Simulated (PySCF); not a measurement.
**A survey of ³¹P NMR shifts**

[PySCF 2.14: NMR shieldings at PBE0/pcSseg-1/GIAO; GFN2-xTB structure; relativity neglected; no solvent model; one conformer; one averaged value for each set of equivalent atoms]

Shieldings were converted by a linear fit to measured shifts: ³¹P: δ = 270.09 − 0.828σ (rms 18.1 ppm, 64 shifts vs H3PO4, solution or neat liquid). Occasional misses reach two or three times the rms, and more in compound classes unlike the fitted ones.

**Question.** Give the ³¹P shifts of `CN1C=CN(C)P1(=N)P`, `CCC1=CC([SiH3])=C[P@]1(C)=O`, `c1ccpcc1`.

**Answer.** 
```
                                                      compound                                            environment  δ (ppm)
[CH3:1][N:2]1[CH:3]=[CH:4][N:5]([CH3:6])[P:7]1(=[NH:8])[PH2:9]  P7: phosphorus bonded to 3 N, P, in a 5-membered ring     32.7
[CH3:1][N:2]1[CH:3]=[CH:4][N:5]([CH3:6])[P:7]1(=[NH:8])[PH2:9]                        P9: phosphorus bonded to P, 2 H   -189.3
                                   CCC1=CC([SiH3])=C[P@]1(C)=O      phosphorus bonded to 3 C, O, in a 5-membered ring     28.6
                                                      c1ccpcc1         phosphorus bonded to 2 C, in a 6-membered ring    200.6
```

**Question.** Match the shifts 169.2, 151.3, 37.2, 21.4, -29.0, -76.5 ppm to `CC(C)(C)c1ocpc1[SiH3]`, `CP1(=S)CCCCCC1`, `CO/C([SiH3])=P/C1=CCCC1`, `CC(C)P1CCSCC1`, `Fc1ccc(C(F)(F)F)[pH]1`, `CC[P@@]1(=S)C[C@H](C)[C@H]1C`.

**Answer.** 169.2: CO/C([SiH3])=P/C1=CCCC1 (phosphorus bonded to 2 C); 151.3: CC(C)(C)c1ocpc1[SiH3] (phosphorus bonded to 2 C, in a 5-membered ring); 37.2: CC[P@@]1(=S)C[C@H](C)[C@H]1C (phosphorus bonded to 3 C, S, in a 4-membered ring); 21.4: CP1(=S)CCCCCC1 (phosphorus bonded to 3 C, S, in a 7-membered ring); -29.0: CC(C)P1CCSCC1 (phosphorus bonded to 3 C, in a 6-membered ring); -76.5: Fc1ccc(C(F)(F)F)[pH]1 (ring phosphorus).
